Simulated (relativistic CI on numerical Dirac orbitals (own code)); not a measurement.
Ce47+: sensitivity of the levels to the model

Base calculation: Dirac-Coulomb-Breit CI, separate exchange-only KLI orbitals for each configuration, QED by a radiative potential, unscaled Slater integrals.

Configuration list (outside the closed core [Ne]): 3s, 3p, 3d, 4s, 4p, 4d, 4f, 5s, 5p, 5d, 5f, 5g, 6s, 6p, 6d, 7s, 7p. Levels of other configurations are missing.

The lowest level and the first level of each name with at least 55 % of one term (blank where a level has no safe partner in the second run):

```csv
Level,Base (eV),Shift (eV)
3s 2S_1/2,0.00,0.00
3p 2P°_1/2,110.98,-12.06
3p 2P°_3/2,230.76,-131.84
3d 2D_3/2,369.25,-135.61
3d 2D_5/2,396.35,-162.71
4s 2S_1/2,1805.43,-95.63
4p 2P°_1/2,1851.34,-100.13
4p 2P°_3/2,1900.16,-148.96
4d 2D_3/2,1952.61,-150.07
4d 2D_5/2,1964.37,-161.83
4f 2F°_5/2,1992.19,-160.42
4f 2F°_7/2,1997.24,-165.48
5s 2S_1/2,2608.34,-130.84
5p 2P°_1/2,2631.44,-132.93
```

At this charge energies of transitions that change n are usually good to better than 1 %, and those within a shell (Δn = 0) to a few per cent.

**Question.** One thing was changed in a second run, which moved the levels as shown. Which?
A. QED terms removed
B. non-relativistic limit
C. Breit term removed
D. configuration mixing switched off

**Answer.** B. Non-relativistic limit. Without relativity the fine structure collapses and s electrons lose their extra binding.
